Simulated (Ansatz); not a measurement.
```yaml
crystal:
  periodic: [false, false, false]
  atoms:
    - {symbol: O, position_ang: [-1.777925, 1.291699, 0.179645]}
    - {symbol: C, position_ang: [-0.577901, 0.968632, 0.782901]}
    - {symbol: N, position_ang: [-0.454057, -0.358026, 1.429915]}
    - {symbol: C, position_ang: [0.126353, -0.200031, 0.316238]}
    - {symbol: Si, position_ang: [1.113272, -1.133373, -0.957822]}
    - {symbol: H, position_ang: [-2.376834, 1.638845, 0.847949]}
    - {symbol: H, position_ang: [-0.058418, 1.799859, 1.255423]}
    - {symbol: H, position_ang: [0.345279, -1.121121, -2.225070]}
    - {symbol: Xx, position_ang: [1.343284, -2.518950, -0.485548]}
    - {symbol: H, position_ang: [2.400047, -0.418633, -1.140834]}
basis:
  gaussian: {orbitals: STO-3G, final_grid: {core_spheres: 5, valence_spheres: 4, degree: 11}}
hamiltonian: {xc: {name: LC-wPBE}}
output: {forces: true}
```

```sh
$ ansatz run in.yaml --threads 4 --pin off --events-out ev --progress --plain --max-ram 10444MiB
```

Shortened log:

```
Error: YAML parse error: error: line 12 column 16: `Xx` is not an element symbol (H … Og, case-exact)
10 |     - {symbol: H, position_ang: [-0.058418, 1.799859, 1.255423]}
11 |     - {symbol: H, position_ang: [0.345279, -1.121121, -2.225070]}
12 |     - {symbol: Xx, position_ang: [1.343284, -2.518950, -0.485548]}
13 |     - {symbol: H, position_ang: [2.400047, -0.418633, -1.140834]}
14 | basis:
```

**Question.** What is wrong with this run?

**Answer.** An element symbol is wrong. The input was rejected before any iteration.
